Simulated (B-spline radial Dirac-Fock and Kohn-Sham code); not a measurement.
Auger decay of the L1 hole in Sc⁵⁺

System: Sc⁵⁺, configuration [Ne] 3s2 3p4.

Method: independent-particle rates on relativistic LDA orbitals of the hole state (multipoles up to L = 3, Coulomb Auger matrix elements, transition energies from Dirac-Fock). Computed with a B-spline atomic structure program. Kinetic energies are configuration averages from the vacuum level; the two-hole energies are estimated from single-hole states.

```tsv
transition	kinetic energy (eV)	width (meV)	share (%)
L1-M1M1	299.0	32.9	21.1
L1-M1M2	327.5	40.6	26.0
L1-M1M3	328.2	80.4	51.5
L1-M2M2	351.5	0.526	0.3
L1-M3M3	352.8	1.34	0.9
```

The listed channels hold 100 % of the non-radiative rate. Summed by principal shells, of 0.156 eV in all: LMM 100.0 %.
